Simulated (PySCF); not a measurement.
## How methods differ on the ionisation energy of Ru⁴¹⁺

Ru⁴¹⁺ [He] 2s1 [2s1/2^1, M_J = 1/2] → Ru⁴²⁺ 1s2, as a difference of total energies. All numbers are calculated (PySCF 2.14, the two-component X2C-1e Hamiltonian, in an even-tempered Gaussian basis (17 s from 20 bohr⁻², ratio 2.4; 12 p from 26 bohr⁻², ratio 2.4; 5 d from 81 bohr⁻², ratio 2.6; 4 f from 120 bohr⁻², ratio 2.6)). Correlated levels: nothing frozen; the 32 highest virtual spinors dropped. "Screened" scales the spin-orbit matrix elements by Boettger's factors to mimic the two-electron term; Breit and QED terms are absent.

```
                    method  ionisation energy (eV)  difference from reference (eV)
 GHF (screened spin-orbit)                  6315.9                            +4.2
GMP2 (screened spin-orbit)                  6316.0                            +4.3
```

Reference: 6311.7 eV (theoretical estimate listed by NIST; NIST Atomic Spectra Database, ionization energies).

For this ion Breit and QED terms and the two-electron picture change, all absent here, outweigh the correlation shift from GHF to GMP2.
